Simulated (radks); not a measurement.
The xenon ion Xe2+, 52 electrons, occupied as [Kr] 4d10 5s2 5p4. Calculated with a radial shooting solver on a logarithmic mesh with Libxc functionals: Dirac Kohn-Sham, PBE, spin-unpolarised, spherical densities, point nucleus; open shells fill j = l - 1/2 first.

Unscreened Slater integrals over Kohn-Sham orbitals (cm^-1). Large and small components are both included. Empty in this configuration: 6s1/2.

integral,value
"F0(5p3/2,5p3/2)",93283
"F2(5p3/2,5p3/2)",50502
"F0(5p3/2,5p1/2)",95023
"G2(5p3/2,5p1/2)",51196
"F0(5p3/2,5s1/2)",100540
"G1(5p3/2,5s1/2)",66335
"F0(5p3/2,4d5/2)",116600
"F2(5p3/2,4d5/2)",32494
"G1(5p3/2,4d5/2)",9756.4
"G3(5p3/2,4d5/2)",9222.5
"F0(5p3/2,6s1/2)",57013
"G1(5p3/2,6s1/2)",5877.6
"F0(5p1/2,5p1/2)",96900
"F0(5p1/2,5s1/2)",102880
"G1(5p1/2,5s1/2)",69865
"F0(5p1/2,4d5/2)",120620
"G3(5p1/2,4d5/2)",10396
"F0(5p1/2,6s1/2)",57346
"G1(5p1/2,6s1/2)",5320.0
"F0(5s1/2,5s1/2)",110440
"F0(5s1/2,4d5/2)",134770
"G2(5s1/2,4d5/2)",16362
"F0(5s1/2,6s1/2)",58403
"G0(5s1/2,6s1/2)",3204.1
"F0(4d5/2,4d5/2)",225200
"F2(4d5/2,4d5/2)",114230
"F4(4d5/2,4d5/2)",75962
"F0(4d5/2,6s1/2)",62243
"G2(4d5/2,6s1/2)",2305.4
"F0(6s1/2,6s1/2)",47033
